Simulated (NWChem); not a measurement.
# SiCl cation, singlet

Program: NWChem. Pople sets run with spherical d functions. Low-valent species are run as closed-shell singlets; no triplet was tried in these runs. Structure relaxed at the B3LYP/6-31G* (spherical d) level. Static field.

```
level            basis functions  isotropic polarisability (bohr³)  anisotropy (bohr³)  relative time
---------------  ---------------  --------------------------------  ------------------  -------------
PBE/6-31G*                    36                              27.9                22.3              2
PBE/6-31+G*                   44                              28.6                23.0              3
PBE/def2-SVP                  36                              27.5                19.7              1
PBE/def2-SVPD                 51                              32.3                15.9              2
PBE/def2-TZVP                 74                              30.7                18.0              6
PBE/aug-cc-pVDZ               54                              32.2                17.1             10
PBE/Sadlej pVTZ               64                              32.4                16.8              5
PBE/def2-TZVPD                89                              32.5                16.6              9
PBE/aug-cc-pVTZ              100                              32.5                16.7             40
```

Relative times are rough (shared machine, one core).
